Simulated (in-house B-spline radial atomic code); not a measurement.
Relativistic effects in Ar⁶⁺, [Ne] 3s2: non-relativistic Hartree-Fock (point nucleus) against Dirac-Hartree-Fock (Fermi nucleus of rms radius 3.4274 fm), both averages of the configuration, computed with an all-electron radial atomic-structure program (B-spline basis).

```
orbital  ε NR (Eh)  ε Dirac (Eh)  <r> NR (bohr)  <r> Dirac (bohr)  change of <r> (%)
  1s1/2    -122.98        -123.5        0.08606           0.08558               -0.6
  2s1/2    -16.462       -16.557          0.409            0.4067               -0.6
  2p1/2    -13.707             ?         0.3727                 ?                  ?
  2p3/2    -13.707       -13.686         0.3727            0.3727                0.0
  3s1/2    -4.4849             ?          1.201                 ?                  ?
```

What happens to 2p1/2?

Its energy goes to -13.772 hartree and <r> to 0.3705 bohr (-0.60 %).

What happens to 3s1/2?

Its energy goes to -4.5008 hartree and <r> to 1.196 bohr (-0.37 %).

What explains the pattern of contraction and expansion?

The s and p1/2 orbitals contract directly, as their density near the nucleus moves at relativistic speed. Nothing expands appreciably in this ion.

By how much does the total energy change?

By -1.865 hartree, from -515.681 to -517.546.
